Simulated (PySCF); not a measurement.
## Electron correlation in Ge (germanium, neutral)

[Ar] 3d10 4s2 4p2, high-spin 3P determinant. Calculation: PySCF 2.14, in aug-cc-pVDZ-PP with ECP10MDF (5s4p3d, 32 functions); scalar relativity through the core potential. Frozen: 3s2 3p6 3d10; 4 electrons correlated.

MP2 pair energies summed by pair of shells (mhartree):

```tsv
pair	energy	share (%)
4s-4p	-23.88	58.1
4s-4s	-13.03	31.7
4p-4p	-4.18	10.2
```

Total MP2 correlation energy: -41.10 mhartree.

Same-spin part -7.39 and opposite-spin part -33.71 mhartree; SCS-MP2 scales them by 1/3 and 6/5 to -42.92 mhartree.

| level | correlation energy (mhartree) |
| --- | --- |
| CCSD | -57.24 |
| (T) | -0.90 |
| CCSD(T) | -58.14 |

Diagnostics: T1 = 0.0086, D1 = 0.0237, largest double amplitude 0.069.

Cost of the coupled-cluster step: 0.19 s of wall time on 1 thread of Neoverse-V1 (shared host), for 4 correlated electrons.
